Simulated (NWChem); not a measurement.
System meant: C3H4O2S; SMILES C#CS(C)(=O)=O

Here is an NWChem input.

```
start job
memory heap 200 mb stack 900 mb global 1100 mb
geometry units angstroms noautosym nocenter noautoz
  C      0.018998     2.557764     0.000000
  C     -0.024536     1.350102     0.000000
  S     -0.162493    -0.386855     0.000000
  C      1.569180    -0.883521     0.000000
  O     -0.761760    -0.785516    -1.274580
  O     -0.761760    -0.785516     1.274580
  H      0.058692     3.624998     0.000000
  H      2.051487    -0.502985     0.902444
  H      1.569883    -1.976988     0.000000
  H      2.051487    -0.502985    -0.902444
end
basis spherical
  * library def2-svp
end
dft
  xc xtpss03 ctpss03
  iterations 150
end
property
  shielding 8 1 2 3 4 5 7 8 9
end
task dft property
```

End of the output:

```
 Vector   30  Occ=0.000000D+00  E= 1.881841D-02
              MO Center=  3.1D-01,  5.7D-01, -1.0D-10, r^2= 4.2D+00
   Bfn.  Coefficient  Atom+Function         Bfn.  Coefficient  Atom+Function
  ----- ------------  ---------------      ----- ------------  ---------------
    32      1.181245   3 S  s                17     -0.899483   2 C  s
    40      0.761821   3 S  py               22      0.684853   2 C  py
    90     -0.607737   7 H  s                53      0.522695   4 C  px
    31      0.448767   3 S  s                95     -0.377901   8 H  s
   105     -0.377901  10 H  s                39      0.314282   3 S  px

 center of mass
 --------------
 x =  -0.09128884 y =  -0.01013735 z =   0.00000000

 moments of inertia (a.u.)
 ------------------
         734.105093681020           1.142311287355           0.000000000000
           1.142311287355         404.619699486081           0.000000000000
           0.000000000000           0.000000000000         755.829910544529

     Multipole analysis of the density
     ---------------------------------

     L   x y z        total         alpha         beta         nuclear
     -   - - -        -----         -----         ----         -------
     0   0 0 0     -0.000000    -27.000000    -27.000000     54.000000

     1   1 0 0      1.430268      0.407720      0.407720      0.614828
     1   0 1 0      0.831037      0.387008      0.387008      0.057021
     1   0 0 1     -0.000000     -0.000000     -0.000000      0.000000

     2   2 0 0    -29.958025    -78.136542    -78.136542    126.315060
     2   1 1 0     -2.543348      3.371539      3.371539     -9.286426
     2   1 0 1      0.000000      0.000000      0.000000      0.000000
     2   0 2 0    -24.129785   -163.291259   -163.291259    302.452732
     2   0 1 1      0.000000      0.000000      0.000000      0.000000
     2   0 0 2    -35.015895    -66.827340    -66.827340     98.638786

          -----------------------------------------
          Chemical Shielding Tensors (GIAO, in ppm)
          -----------------------------------------

 ------------------------------------------------------------------------
  xtpss03: d2 not coded                    0
 ------------------------------------------------------------------------
 ------------------------------------------------------------------------
  current input line :
    25: task dft property
 ------------------------------------------------------------------------
 ------------------------------------------------------------------------
 This error has not yet been assigned to a category
 ------------------------------------------------------------------------
 For more information see the NWChem manual at https://nwchemgit.github.io

0: xtpss03: d2 not coded:Received an Error in Communication
```

Task: Find the fault in this run and fix the input.

Result: The program stopped with an error. Cause: this functional's second derivatives, which shieldings need, aren't coded here; the fix takes a hybrid GGA instead. This input runs:
```
start job
memory heap 200 mb stack 900 mb global 1100 mb
geometry units angstroms noautosym nocenter noautoz
  C      0.018998     2.557764     0.000000
  C     -0.024536     1.350102     0.000000
  S     -0.162493    -0.386855     0.000000
  C      1.569180    -0.883521     0.000000
  O     -0.761760    -0.785516    -1.274580
  O     -0.761760    -0.785516     1.274580
  H      0.058692     3.624998     0.000000
  H      2.051487    -0.502985     0.902444
  H      1.569883    -1.976988     0.000000
  H      2.051487    -0.502985    -0.902444
end
basis spherical
  C library def2-svp
  S library def2-svp
  O library def2-svp
  H library def2-svp
end
dft
  xc pbe0
  iterations 150
end
property
  shielding 8 1 2 3 4 5 7 8 9
end
task dft property
```
It converges to -664.43425 Ha (PBE0/def2-SVP, GIAO).
